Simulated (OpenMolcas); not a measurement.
## Pt6+: moving or changing the point charges

Pt6+ among 6 point charges of -1.7 e arranged as a tetragonal octahedron (D4h), 2.14 Å from the ion, with the axial distance 2.525 Å.

```json
{"Program": "OpenMolcas", "Method": "SS-CASPT2, IPEA 0.25 Eh, imaginary shift 0.1 Eh (closed shells correlated: 5s 5p)", "Basis": "ANO-RCC-VDZP [7s6p4d2f]", "Scalar Hamiltonian": "DKH2, point nucleus", "Active space": "4 electrons in 5 orbitals (5d)", "State averaging": "2S+1 = 5 even, 5 roots; 2S+1 = 3 even, 45 roots; 2S+1 = 1 even, 50 roots", "Spin-orbit coupling": "RASSI with atomic mean-field integrals over the reference wave functions"}
```

Runs around this geometry, states (labels of D4, the rotations of D4h). Energies in cm-1 above the lowest state or level, χT in cm3 K/mol.

| R (Å) | q (e) | Axial / equatorial distance | Ground state | First state of that spin | First gap with spin-orbit (degeneracies) | χT at 300 K | First state of another spin |
| --- | --- | --- | --- | --- | --- | --- | --- |
| 2.14 | -1.7 | 1.09 | 5B1 | 5A1 3240 | 6980 (1, 1) | 0.030 | 3E 20150 |
| 2.14 | -0.85 | 1.18 | 5B1 | 5B2 1910 | 7220 (1, 1) | 0.028 | 3E 21010 |
| 2.01 | -1.7 | 1.18 | 5B1 | 5B2 5150 | 6060 (1, 1) | 0.036 | 3E 20530 |
| 2.14 | -1.7 | 1.18 | 5B1 | 5B2 3790 | 6360 (1, 1) | 0.033 | 3E 20910 |
| 2.31 | -1.7 | 1.18 | 5B1 | 5B2 2600 | 6730 (1, 1) | 0.030 | 3E 21140 |

Taking the first state of the same spin as R^-n, n = -ln(2600 / 5150) / ln(2.31 / 2.01) = 4.9 between the shortest and longest distance.

Scaling the charges by -0.85 / -1.7 = 0.50 scales the first state of the same spin by 1910 / 3790 = 0.50; with fixed orbitals a first-order splitting would follow the charge.

Point charges give a weaker field than real ligands, and real ions of this kind are as a rule low spin; the high spin found here belongs to the model. Free-ion shares, where given, are those of the reference states; single-state CASPT2 does not remix them. Spin-orbit coupling mixes the spin-free states strongly: the lowest level takes only 18 % from its leading state, 5B1 (figures for R = 2.14, q = -1.7, ratio = 1.09; the like holds for R = 2.14, q = -0.85, ratio = 1.18, R = 2.01, q = -1.7, ratio = 1.18, R = 2.14, q = -1.7, ratio = 1.18, R = 2.31, q = -1.7, ratio = 1.18). The ground term spreads over less than 5000 cm-1, several times less than with real ligands, so orbital moments are less quenched and χT lies further from the spin-only value than at real sites (holds for R = 2.14, q = -0.85, ratio = 1.18). This is an electrostatic model: the charges have no orbitals. No measured value stands beside these numbers.
